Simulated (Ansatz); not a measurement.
Reaction (ligand exchange at the In–C bond): `O[CH2][InH][OH]` + H–F → `[OH][InH][F]` + CH₃OH

Calculated with Ansatz (gas phase, PBE0-D4/def2-TZVP geometries, no zero-point term in ΔE). CBS: MP2 limit from def2 TZ/QZ plus the TZ coupled-cluster correction, frozen cores. This one scheme is used for every species. DFT in def2-TZVPP. B3LYP here is the variant with VWN-RPA as its local correlation; programs differ in this. def2 core potentials past Kr. For In outer-core shells are correlated without core-valence functions, which leaves a few kJ/mol of doubt a bond. Each species was taken in one conformer, which may not be the lowest.

| level | ΔE (kJ/mol) | difference from CCSD(T)/CBS |
| --- | --- | --- |
| PBE-D4 | -79.1 | 4.9 |
| r2SCAN-D4 | -89.0 | -5.0 |
| PBE0-D4 | -81.2 | 2.8 |
| B3LYP-D4 | -89.3 | -5.3 |
| ωB97X-V | -96.1 | -12.1 |
| ωB97M-V | -88.8 | -4.8 |
| B2PLYP | -93.9 | -9.9 |
| PBE | -83.9 | 0.1 |
| r2SCAN | -90.2 | -6.2 |
| PBE0 | -85.4 | -1.4 |
| B3LYP | -97.2 | -13.2 |
| HF/def2-TZVPP | -124.6 | -40.6 |
| MP2/def2-TZVPP | -77.6 | 6.4 |
| SCS-MP2/def2-TZVPP | -89.0 | -5.0 |
| CCSD/def2-TZVPP | -86.8 | -2.8 |
| CCSD(T)/def2-TZVPP | -82.5 | 1.5 |
| HF/def2-QZVPP | -127.2 | -43.2 |
| MP2/def2-QZVPP | -79.4 | 4.6 |
| SCS-MP2/def2-QZVPP | -90.8 | -6.8 |
| HF/CBS(def2) | -127.6 | -43.6 |
| MP2/CBS(def2) | -79.1 | 4.9 |
| CCSD/CBS(def2) | -88.3 | -4.3 |
| CCSD(T)/CBS | -84.0 | 0 |

Largest T1 diagnostic among the species: 0.017.

In def2-TZVPP, CCSD(T) changes the Hartree–Fock value by +42.1 kJ/mol (the triples alone add +4.3 kJ/mol) and MP2 by +47.0 kJ/mol. The D4 term adds +7.9 kJ/mol with B3LYP and +4.2 kJ/mol with PBE0; it sums over pairs of atoms, weighted by their polarisabilities, and B3LYP, whose exchange is more repulsive, gets the larger term.

CCSD(T)/CBS has its own doubt, a few kJ/mol and more with outer-core shells, so smaller differences from it don't rank the levels.
